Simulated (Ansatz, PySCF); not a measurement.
Ways to break one bond of NB(N)O [diaminoborinic acid]:

A. NB(N)O → N[B]O + [NH2] (NH2)
B. NB(N)O -> [NH]B(N)O + H atom

Quantity: bond dissociation energy (enthalpy at 298 K, with B3LYP-D3(BJ) rigid-rotor harmonic-oscillator terms), kcal/mol. Geometries: B3LYP-D3(BJ)/def2-TZVP minima from Ansatz (a first-principles code), one conformer each, not searched for the lowest. Frequencies are from Ansatz or PySCF. Valence correlation only, unless marked. Open shells are spin-unrestricted. No spin-orbit coupling. No relativistic terms. CBS marks a two-point X^-3 extrapolation of the correlation energy; Hartree-Fock from the larger set.

Q: Rank them by bond dissociation energy at CCSD(T)/CBS(cc-pVTZ,cc-pVQZ) (Ansatz), lowest first.

A: B (113.1 kcal/mol), A (128.4 kcal/mol)
